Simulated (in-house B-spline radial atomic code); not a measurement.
Atomic self-consistent-field run: Ge2+. Computed with a B-spline radial code for spherical atoms: non-relativistic PW91, spin-polarised, spherical fractional occupations, point nucleus.

Command:
```bash
python run_scf.py task.json out
```
Settings:
```
Z                32
configuration    [Ar] 3d10 4s2
hamiltonian      nr
method           pw91,pw91
spin_polarised   True
```

Output (hartree, bohr):
```
 radial grid: 53 intervals, B-splines of order 8, outer radius 38.5185 bohr

 iter        energy (Eh)    residual
    1       -2075.042182    4.01e-01
    2       -2074.780216    2.56e-01
    3       -2076.206825    4.77e-02
    4       -2076.248778    1.08e-02
    5       -2076.245125    1.65e-02
    6       -2076.251802    2.64e-03
    7       -2076.251958    1.56e-05
    8       -2076.251958    1.65e-07

 total energy                     -2076.25196
 kinetic                            2074.9099
 electron-nucleus                  -4946.3832
 Hartree                             873.8326
 exchange-correlation                -78.6113

 orbital      occ     eigenvalue          <r>       <r^2>       <1/r>       <r^4>     <1/r^2>       r_max
 1s up      1.000      -397.8240    0.0478547  0.00306767     31.5042 2.39313e-05     1995.95     0.03158
 1s down    1.000      -397.8240    0.0478547  0.00306767     31.5042 2.39313e-05     1995.95     0.03158
 2s up      1.000       -49.8810     0.213866   0.0538692      6.9193  0.00500765     195.647      0.1795
 2s down    1.000       -49.8810     0.213866   0.0538692      6.9193  0.00500765     195.647      0.1795
 2p up      3.000       -44.4976     0.185246   0.0419797     6.89203  0.00353146     64.8391      0.1426
 2p down    3.000       -44.4976     0.185246   0.0419797     6.89203  0.00353146     64.8391      0.1426
 3s up      1.000        -6.7208     0.635028    0.465066      2.2322    0.348991     30.6747      0.5515
 3s down    1.000        -6.7208     0.635028    0.465066      2.2322    0.348991     30.6747      0.5515
 3p up      3.000        -4.9378     0.651496    0.499506     2.10996    0.433441     9.72253      0.5469
 3p down    3.000        -4.9378     0.651496    0.499506     2.10996    0.433441     9.72253      0.5469
 3d up      5.000        -1.8416      0.72791    0.675498     1.79227     1.09503     4.29903      0.5021
 3d down    5.000        -1.8416      0.72791    0.675498     1.79227     1.09503     4.29903      0.5021
 4s up      1.000        -1.0620      1.96768     4.40559    0.664229     30.3711      3.2258       1.696
 4s down    1.000        -1.0620      1.96768     4.40559    0.664229     30.3711      3.2258       1.696
```

Cost of the run: 0.15 s on 1 thread of Arm Neoverse V1, on a shared host.
